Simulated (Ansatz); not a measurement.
`[NH2][In]([Br])[Br]` and `NB(Br)Br` differ in one element.

Ansatz, PBE0-D4/def2-TZVP geometries, multiplicity 1. Each molecule was computed in one conformer, which needn't be the lowest.

Elements past krypton have def2 core potentials. Scalar relativity is left out up to krypton.

| property | `[NH2][In]([Br])[Br]` |
| --- | --- |
| HOMO energy (PBE/def2-TZVPP) / eV | -6.61 |
| HOMO–LUMO gap (PBE/def2-TZVPP) / eV | 3.59 |
| HOMO–LUMO gap (ωB97M-V/def2-TZVPP) / eV | 9.95 |
| LUMO energy (B3LYP/def2-TZVPP) / eV | -2.48 |
| zero-point energy (PBE0-D4/def2-TZVP) / kJ/mol | 70.0 |
| HOMO–LUMO gap (PBE0/def2-TZVPP) / eV | 5.78 |

Give the same properties after the change, and the shifts. (An estimate is asked.)

Ansatz gave: 
```
                                      property  `NB(Br)Br`  shift
             HOMO energy (PBE/def2-TZVPP) / eV       -6.81  -0.20
           HOMO–LUMO gap (PBE/def2-TZVPP) / eV        5.69   2.10
       HOMO–LUMO gap (ωB97M-V/def2-TZVPP) / eV       12.19   2.24
           LUMO energy (B3LYP/def2-TZVPP) / eV       -0.36   2.12
zero-point energy (PBE0-D4/def2-TZVP) / kJ/mol        86.8   16.8
          HOMO–LUMO gap (PBE0/def2-TZVPP) / eV        7.92   2.14
```

With PBE0 the HOMO falls by 0.15 eV and the LUMO rises by 1.98 eV, so the gap widens by about 2.13 eV. PBE moves the HOMO by -0.20 eV and ωB97M-V by -0.04 eV.

B3LYP here is the variant with VWN-RPA as its local correlation; programs differ in this.

Spin–orbit coupling is left out; it splits and shifts lone-pair levels of the heavy atoms by tenths of an eV.
